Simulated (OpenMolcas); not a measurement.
# In II: effect of correlating more closed shells

* Program: OpenMolcas 26.06
* Basis: ANO-RCC-VTZP [7s6p4d2f1g]
* Scalar Hamiltonian: DKH2, point nucleus
* Active space: 2 electrons in 4 orbitals (5s 5p)
* State averaging: 2S+1 = 3 even, 3 roots; 2S+1 = 1 even, 7 roots; 2S+1 = 3 odd, 3 roots; 2S+1 = 1 odd, 3 roots
* Spin-orbit coupling: state interaction with AMFI integrals over the reference wave functions, term energies averaged over their components

Methods on the same reference wave functions:
A. CASSCF
B. MS-CASPT2, IPEA 0.25 Eh, imaginary shift 0.1 Eh (closed shells correlated: none)
C. MS-CASPT2, IPEA 0.25 Eh, imaginary shift 0.1 Eh (closed shells correlated: 4d)
D. MS-CASPT2, IPEA 0.25 Eh, imaginary shift 0.1 Eh (closed shells correlated: 4s 4p 4d)

Energies in cm-1 above 5s2 1S0, the measured ground level; measured values from NIST Handbook of Basic Atomic Spectroscopic Data.

| Level | A | B | C | D | Measured |
| --- | --- | --- | --- | --- | --- |
| 5s2 1S0 | 0.0 | 0.0 | 0.0 | 0.0 | 0.0 |
| 5s 5p 3P* 0 | 36972 | 37540 | 42290 | 42460 | 42276 |
| 5s 5p 3P* 1 | 37869 | 38430 | 43180 | 43340 | 43351 |
| 5s 5p 3P* 2 | 39781 | 40350 | 45100 | 45260 | 45830 |
| 5s 5p 1P* 1 | 65553 | 62940 | 63250 | 63300 | 63038 |
| 5p2 3P0 | 96205 | 96680 | 102200 | 102910 | 101608 |
| 5p2 3P1 | 97316 | 97860 | 103410 | 104120 | 103249 |
| 5p2 3P2 | 98876 | 98990 | 104590 | 105280 | 105565 |
| 5p2 1D2 | 106320 | 102080 | 107810 | 108440 | 97628 |
| 5p2 1S0 | 123246 | 118050 | 121840 | 122280 | 121289 |

Deviations, from unrounded energies. A percentage is the sum of absolute deviations over the sum of measured energies, with the sign that they share, or ± where signs differ.

```json
{"Against measurement": "mean absolute deviation (cm-1)", "Levels": "9", "A": "5300", "B": "4400", "C": "1500", "D": "1700"}
{"Against measurement": "other configurations (%)", "Levels": "9", "A": "±6.6", "B": "±5.5", "C": "±1.9", "D": "±2.1"}
```

C lies closest to measurement on these levels and A furthest from it. The largest miss of C in the table is 5p2 1D2, by +10000 cm-1. The ranking rests on the paired levels alone, and a cruder setting can come out closer through cancelling errors.

Among B to D the level of the table that moves most is 5p2 1D2, by 6400 cm-1 (lowest in B, highest in D). Moves below CASPT2's spread within the term are not significant.

The lowest spin-free term lies below A's lowest term by 0.006 hartree in B, 0.425 hartree in C, 0.659 hartree in D.

What an inner shell adds also hangs on whether the basis holds functions to correlate it.

CASPT2 does not keep the components of a term degenerate, so their means are used; among the terms shown or strongly mixed into the levels shown the widest spread is 12 cm-1 (5p2 1D, D). The ¹D term of p² mixes with s d, which this space lacks. Without dynamic correlation excited terms often stand tens of per cent too high (terms of higher spin than the ground term too low), and those without a measured partner can miss by more than the paired ones (holds for A). Some levels mix across a computed gap that differs much from the measured one, so their mixing is not that of the real levels (holds for B; C; D). Computed and measured levels are paired by configuration, term and J; levels that our copy of the source lacks, or whose pairing is in doubt (as where it misses far off the trend of its configuration), stay unpaired and out of the deviations. Only configurations of the active space appear.

* marks odd parity.
